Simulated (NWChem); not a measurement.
System: C$_{2}$H$_{5}$NOSi; SMILES N(=C\[SiH3])/C=O

NWChem input:

```
start job
memory heap 200 mb stack 900 mb global 1100 mb
geometry units angstroms
  O      2.825151    -0.121027     0.114779
  C      1.762507    -0.422492    -0.333692
  N      0.550159     0.075364     0.137787
  C     -0.524284    -0.309844    -0.409259
  Si    -2.179264     0.367440     0.231575
  H      1.654237    -1.145206    -1.187750
  H     -0.485133    -1.030485    -1.247171
  H     -3.223354    -0.253370    -0.587979
  H     -2.161981     1.815687     0.055341
  H     -2.304824    -0.024673     1.631294
end
basis spherical
  * library def2-svp
end
dft
  xc pbe0
  iterations 150
end
driver
  maxiter 120
end
task dft optimize
task dft freq
```

Output (shortened):

```
             Northwest Computational Chemistry Package (NWChem) 7.3.0
             --------------------------------------------------------

 CS  symmetry detected

                             Geometry "geometry" -> ""
                             -------------------------

 Output coordinates in angstroms (scale by  1.889725989 to convert to a.u.)

  No.       Tag          Charge          X              Y              Z
 ---- ---------------- ---------- -------------- -------------- --------------
    1 O                    8.0000     0.36515744     2.87564445     0.00000000
    2 C                    6.0000    -0.29312722     1.88172245     0.00000000
    3 N                    7.0000     0.24113254     0.59544595     0.00000000
    4 C                    6.0000    -0.54698614    -0.39497882     0.00000000
    5 Si                  14.0000     0.17872185    -2.15045270     0.00000000
    6 H                    1.0000    -1.41690592     1.90568873     0.00000000
    7 H                    1.0000    -1.63986407    -0.22595039     0.00000000
    8 H                    1.0000    -0.96354528    -3.06828903     0.00000000
    9 H                    1.0000     0.97485110    -2.29942529     1.21356468
   10 H                    1.0000     0.97485110    -2.29942529    -1.21356468

 Effective nuclear repulsion energy (a.u.)     196.1458510789

      Symmetry information
      --------------------

 Group name             Cs
 Group number              2
 Group order               2
 No. of unique centers     9

                                Z-matrix (autoz)
                                --------

 Units are Angstrom for bonds and degrees for angles

[...]

      ----------------------
      Optimization converged
      ----------------------

  Step       Energy      Delta E   Gmax     Grms     Xrms     Xmax
  ---- ---------------- -------- -------- -------- -------- --------
@    5    -498.03091661 -4.5D-07  0.00010  0.00003  0.00062  0.00114
                                     ok       ok       ok       ok

                                Z-matrix (autoz)
                                --------

 Units are Angstrom for bonds and degrees for angles

      Type          Name      I     J     K     L     M      Value     Gradient
      ----------- --------  ----- ----- ----- ----- ----- ---------- ----------
    1 Stretch                  1     2                       1.19235   -0.00009
    2 Stretch                  2     3                       1.41855   -0.00002
    3 Stretch                  2     6                       1.12685   -0.00000
    4 Stretch                  3     4                       1.27663    0.00007
    5 Stretch                  4     5                       1.90302    0.00010
    6 Stretch                  4     7                       1.11673    0.00002
    7 Stretch                  5     8                       1.49294    0.00005
    8 Stretch                  5     9                       1.49060    0.00003
    9 Stretch                  5    10                       1.49060    0.00003
   10 Bend                     1     2     3               123.53527   -0.00001
   11 Bend                     1     2     6               122.57784    0.00003
   12 Bend                     2     3     4               115.04843    0.00001
   13 Bend                     3     2     6               113.88689   -0.00003
   14 Bend                     3     4     5               118.99212    0.00002
   15 Bend                     3     4     7               120.06458    0.00002
   16 Bend                     4     5     8               109.20055   -0.00001
   17 Bend                     4     5     9               108.57235    0.00000
   18 Bend                     4     5    10               108.57235    0.00000
   19 Bend                     5     4     7               120.94330   -0.00004
   20 Bend                     8     5     9               109.99219   -0.00001
   21 Bend                     8     5    10               109.99219   -0.00001
   22 Bend                     9     5    10               110.47222    0.00003
   23 Torsion                  1     2     3     4         180.00000   -0.00000
   24 Torsion                  2     3     4     5         180.00000    0.00000
   25 Torsion                  2     3     4     7           0.00000    0.00000
   26 Torsion                  3     4     5     8         180.00000   -0.00000
   27 Torsion                  3     4     5     9          60.07067    0.00002
   28 Torsion                  3     4     5    10         -60.07067   -0.00002
   29 Torsion                  4     3     2     6           0.00000    0.00000
   30 Torsion                  7     4     5     8          -0.00000    0.00000
   31 Torsion                  7     4     5     9        -119.92933    0.00002
   32 Torsion                  7     4     5    10         119.92933   -0.00002

                         Geometry "geometry" -> "geometry"
                         ---------------------------------

 Output coordinates in angstroms (scale by  1.889725989 to convert to a.u.)

  No.       Tag          Charge          X              Y              Z
 ---- ---------------- ---------- -------------- -------------- --------------
    1 O                    8.0000     0.32156571     2.91157512     0.00000000
    2 C                    6.0000    -0.30218412     1.89538415     0.00000000
    3 N                    7.0000     0.29558663     0.60892871     0.00000000
    4 C                    6.0000    -0.52550846    -0.36861144     0.00000000
    5 Si                  14.0000     0.15581977    -2.14548316     0.00000000
    6 H                    1.0000    -1.42885319     1.87501487     0.00000000
    7 H                    1.0000    -1.62539736    -0.17537690     0.00000000
    8 H                    1.0000    -0.98482844    -3.10870623     0.00000000
    9 H                    1.0000     0.98404244    -2.33637253     1.22454398
   10 H                    1.0000     0.98404244    -2.33637253    -1.22454398

 Effective nuclear repulsion energy (a.u.)     194.9585598444

      Symmetry information
      --------------------

 Group name             Cs
 Group number              2
 Group order               2
 No. of unique centers     9

                Final and change from initial internal coordinates
                --------------------------------------------------

[...]

 Rotational Constants
 --------------------
 A=   0.905975 cm-1  (  1.303466 K)
 B=   0.049431 cm-1  (  0.071118 K)
 C=   0.047674 cm-1  (  0.068591 K)

 Temperature                      =   298.15K
 frequency scaling parameter      =   1.0000

 Zero-Point correction to Energy  =   40.426 kcal/mol  (  0.064423 au)
 Thermal correction to Energy     =   44.147 kcal/mol  (  0.070353 au)
 Thermal correction to Enthalpy   =   44.739 kcal/mol  (  0.071297 au)

 Total Entropy                    =   77.143 cal/mol-K
   - Translational                =   39.286 cal/mol-K (mol. weight =  87.0140)
   - Rotational                   =   26.116 cal/mol-K (symmetry #  =        1)
   - Vibrational                  =   11.742 cal/mol-K

 Cv (constant volume heat capacity) =   19.559 cal/mol-K
   - Translational                  =    2.979 cal/mol-K
   - Rotational                     =    2.979 cal/mol-K
   - Vibrational                    =   13.600 cal/mol-K

[normal modes left out]

 ----------------------------------------------------------------------------
 Normal Eigenvalue ||           Projected Infra Red Intensities
  Mode   [cm**-1]  || [atomic units] [(debye/angs)**2] [(KM/mol)] [arbitrary]
 ------ ---------- || -------------- ----------------- ---------- -----------
    1      -59.355 ||    0.006334           0.146         6.175       1.231
    2       -0.000 ||    0.007467           0.172         7.279       1.451
    3       -0.000 ||    0.001189           0.027         1.159       0.231
    4       -0.000 ||    0.000064           0.001         0.063       0.012
    5        0.000 ||    0.005971           0.138         5.821       1.160
    6        0.000 ||    0.001013           0.023         0.987       0.197
    7        0.000 ||    0.000670           0.015         0.654       0.130
    8       83.729 ||    0.000342           0.008         0.333       0.066
    9      157.036 ||    0.005915           0.136         5.766       1.149
   10      207.304 ||    0.002421           0.056         2.360       0.470
   11      363.328 ||    0.001069           0.025         1.042       0.208
   12      545.344 ||    0.010355           0.239        10.094       2.012
   13      603.536 ||    0.024207           0.558        23.598       4.704
   14      695.322 ||    0.050195           1.158        48.932       9.753
   15      813.823 ||    0.003871           0.089         3.774       0.752
   16      906.285 ||    0.268167           6.187       261.423      52.106
   17      932.635 ||    0.036082           0.832        35.175       7.011
   18      933.291 ||    0.069811           1.611        68.055      13.565
   19      942.228 ||    0.045073           1.040        43.939       8.758
   20     1076.368 ||    0.000082           0.002         0.080       0.016
   21     1103.276 ||    0.170170           3.926       165.890      33.065
   22     1331.140 ||    0.034126           0.787        33.268       6.631
   23     1400.444 ||    0.004928           0.114         4.804       0.957
   24     1711.112 ||    0.131537           3.035       128.229      25.558
   25     1906.502 ||    0.283767           6.547       276.630      55.137
   26     2244.270 ||    0.075893           1.751        73.984      14.746
   27     2256.668 ||    0.065076           1.501        63.439      12.645
   28     2261.882 ||    0.078207           1.804        76.240      15.196
   29     2865.599 ||    0.117789           2.717       114.827      22.887
   30     2950.680 ||    0.042170           0.973        41.109       8.194
 ----------------------------------------------------------------------------

 ===============================================================================
      Negative Nuclear Hessian Mode    1  Eigenvalue =    -59.35 cm**(-1)
 -------------------------------------------------------------------------------
   Raw step length:  0.472 angstroms ;  The Raw step for this mode is:
    1 O                    8.0000    -0.00000018     0.00000009    -0.00890241
    2 C                    6.0000     0.00000004    -0.00000003     0.01621328
    3 N                    7.0000     0.00000024    -0.00000004    -0.05198583
    4 C                    6.0000     0.00000010     0.00000006     0.03847571
    5 Si                  14.0000    -0.00000005    -0.00000006    -0.00177287
    6 H                    1.0000     0.00000002    -0.00000017     0.09719361
    7 H                    1.0000     0.00000012     0.00000028     0.16048632
    8 H                    1.0000    -0.00000034     0.00000028    -0.23971529
    9 H                    1.0000    -0.19989350    -0.08925734     0.12183720
   10 H                    1.0000     0.19989308     0.08925747     0.12183701

  Geometry after  100.0% step for mode  1; Step length =  0.472 angstroms
   Maximum component (any atom: x,y, or z) displacement:  0.453
    1 O                    8.0000     0.32156553     2.91157521    -0.00890241
    2 C                    6.0000    -0.30218408     1.89538412     0.01621328
    3 N                    7.0000     0.29558687     0.60892866    -0.05198583
    4 C                    6.0000    -0.52550837    -0.36861138     0.03847571
    5 Si                  14.0000     0.15581972    -2.14548322    -0.00177287
    6 H                    1.0000    -1.42885317     1.87501469     0.09719361
    7 H                    1.0000    -1.62539724    -0.17537662     0.16048632
    8 H                    1.0000    -0.98482879    -3.10870595    -0.23971529
    9 H                    1.0000     0.78414893    -2.42562987     1.34638117
   10 H                    1.0000     1.18393552    -2.24711506    -1.10270697

  Geometry after -100.0% step for mode  1; Step length =  0.472 angstroms
   Maximum component (any atom: x,y, or z) displacement:  0.453
    1 O                    8.0000     0.32156589     2.91157503     0.00890241
    2 C                    6.0000    -0.30218416     1.89538419    -0.01621328
    3 N                    7.0000     0.29558639     0.60892875     0.05198583
    4 C                    6.0000    -0.52550856    -0.36861150    -0.03847571
    5 Si                  14.0000     0.15581982    -2.14548310     0.00177287
    6 H                    1.0000    -1.42885321     1.87501504    -0.09719361
    7 H                    1.0000    -1.62539748    -0.17537719    -0.16048632
    8 H                    1.0000    -0.98482810    -3.10870651     0.23971529
    9 H                    1.0000     1.18393594    -2.24711519     1.10270678
   10 H                    1.0000     0.78414936    -2.42563000    -1.34638099

  Geometry after   50.0% step for mode  1; Step length =  0.236 angstroms
   Maximum component (any atom: x,y, or z) displacement:  0.226
    1 O                    8.0000     0.32156562     2.91157516    -0.00445121
    2 C                    6.0000    -0.30218410     1.89538413     0.00810664
    3 N                    7.0000     0.29558675     0.60892868    -0.02599292
    4 C                    6.0000    -0.52550841    -0.36861141     0.01923786
    5 Si                  14.0000     0.15581975    -2.14548319    -0.00088644
    6 H                    1.0000    -1.42885318     1.87501478     0.04859681
    7 H                    1.0000    -1.62539730    -0.17537676     0.08024316
    8 H                    1.0000    -0.98482862    -3.10870609    -0.11985764
    9 H                    1.0000     0.88409569    -2.38100120     1.28546258
   10 H                    1.0000     1.08398898    -2.29174379    -1.16362547

  Geometry after  -50.0% step for mode  1; Step length =  0.236 angstroms
   Maximum component (any atom: x,y, or z) displacement:  0.226
    1 O                    8.0000     0.32156580     2.91157507     0.00445121
    2 C                    6.0000    -0.30218414     1.89538417    -0.00810664
    3 N                    7.0000     0.29558651     0.60892873     0.02599292
    4 C                    6.0000    -0.52550851    -0.36861147    -0.01923786
    5 Si                  14.0000     0.15581980    -2.14548313     0.00088644
    6 H                    1.0000    -1.42885320     1.87501496    -0.04859681
    7 H                    1.0000    -1.62539742    -0.17537705    -0.08024316
    8 H                    1.0000    -0.98482827    -3.10870637     0.11985764
    9 H                    1.0000     1.08398919    -2.29174386     1.16362538
   10 H                    1.0000     0.88409590    -2.38100126    -1.28546248

  Geometry after   44.2% step for mode  1; Step length =  0.208 angstroms
   Maximum component (any atom: x,y, or z) displacement:  0.200
    1 O                    8.0000     0.32156563     2.91157516    -0.00393046
    2 C                    6.0000    -0.30218410     1.89538414     0.00715824
    3 N                    7.0000     0.29558674     0.60892869    -0.02295200
    4 C                    6.0000    -0.52550842    -0.36861142     0.01698721
    5 Si                  14.0000     0.15581975    -2.14548319    -0.00078273
    6 H                    1.0000    -1.42885318     1.87501479     0.04291145
    7 H                    1.0000    -1.62539731    -0.17537678     0.07085548
    8 H                    1.0000    -0.98482860    -3.10870610    -0.10583545
    9 H                    1.0000     0.89578850    -2.37578007     1.27833568
   10 H                    1.0000     1.07229619    -2.29696493    -1.17075235

  Geometry after  -44.2% step for mode  1; Step length =  0.208 angstroms
   Maximum component (any atom: x,y, or z) displacement:  0.200
    1 O                    8.0000     0.32156579     2.91157508     0.00393046
    2 C                    6.0000    -0.30218414     1.89538417    -0.00715824
    3 N                    7.0000     0.29558653     0.60892873     0.02295200
    4 C                    6.0000    -0.52550850    -0.36861147    -0.01698721
    5 Si                  14.0000     0.15581979    -2.14548313     0.00078273
    6 H                    1.0000    -1.42885320     1.87501495    -0.04291145
    7 H                    1.0000    -1.62539741    -0.17537703    -0.07085548
    8 H                    1.0000    -0.98482829    -3.10870635     0.10583545
    9 H                    1.0000     1.07229638    -2.29696498     1.17075227
   10 H                    1.0000     0.89578868    -2.37578013    -1.27833560

  Geometry after   22.1% step for mode  1; Step length =  0.104 angstroms
   Maximum component (any atom: x,y, or z) displacement:  0.100
    1 O                    8.0000     0.32156567     2.91157514    -0.00196523
    2 C                    6.0000    -0.30218411     1.89538414     0.00357912
    3 N                    7.0000     0.29558668     0.60892870    -0.01147600
    4 C                    6.0000    -0.52550844    -0.36861143     0.00849361
    5 Si                  14.0000     0.15581976    -2.14548317    -0.00039137
    6 H                    1.0000    -1.42885318     1.87501483     0.02145572
    7 H                    1.0000    -1.62539733    -0.17537684     0.03542774
    8 H                    1.0000    -0.98482852    -3.10870617    -0.05291772
    9 H                    1.0000     0.93991547    -2.35607630     1.25143983
   10 H                    1.0000     1.02816931    -2.31666873    -1.19764816

  Geometry after  -22.1% step for mode  1; Step length =  0.104 angstroms
   Maximum component (any atom: x,y, or z) displacement:  0.100
    1 O                    8.0000     0.32156575     2.91157510     0.00196523
    2 C                    6.0000    -0.30218413     1.89538416    -0.00357912
    3 N                    7.0000     0.29558658     0.60892872     0.01147600
    4 C                    6.0000    -0.52550848    -0.36861146    -0.00849361
    5 Si                  14.0000     0.15581978    -2.14548315     0.00039137
    6 H                    1.0000    -1.42885319     1.87501491    -0.02145572
    7 H                    1.0000    -1.62539739    -0.17537697    -0.03542774
    8 H                    1.0000    -0.98482837    -3.10870629     0.05291772
    9 H                    1.0000     1.02816941    -2.31666876     1.19764812
   10 H                    1.0000     0.93991556    -2.35607633    -1.25143979
```

Level: PBE0/def2-SVP. The optimisation ended at a saddle point (imaginary frequency).
